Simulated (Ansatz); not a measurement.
System: CH₇FNSi₂, charge -1, multiplicity 1. It need not be the lowest isomer of its formula. Whether it binds its extra electron was not tested at this geometry. SMILES: [CH2-][Si@H](F)N[SiH3]
Geometry from a B3LYP-D3(BJ)/def2-TZVP (Ansatz, a quantum-chemistry and plane-wave program) optimisation:
```
N
H 1 1.0094
Si 1 1.7098 2 118.75
Si 1 1.7579 2 121.60 3 -176.39
F 4 1.6642 1 99.15 2 22.08
C 4 1.7421 5 125.48 1 -120.53
H 6 1.0869 4 122.74 5 61.24
H 6 1.0869 7 114.04 4 160.82
H 3 1.4856 1 115.88 2 122.80
H 3 1.4874 9 107.55 1 -133.85
H 4 1.4991 5 99.49 1 113.22
H 3 1.5103 9 105.11 10 -110.36
```
Charge -1, spin multiplicity 1.

Parts of the frozen-core correlation energy in cc-pV(D+d)Z (Ansatz, hartree). Frozen orbitals: 13; correlated occupied orbitals by spin: 16 and 16; virtual: 94 and 94. No spin-orbit coupling. Non-relativistic.

```csv
term,value
reference (HF),-773.79290
MP2 opposite-spin,?
MP2 same-spin,?
CCSD correlation,?
(T),-0.01936
T1 diagnostic,0.012
largest doubles amplitude,0.028
```

Task: What belongs in the gaps?

Result: 
- MP2 opposite-spin, value: -0.54255
- MP2 same-spin, value: -0.16895
- CCSD correlation, value: -0.76614
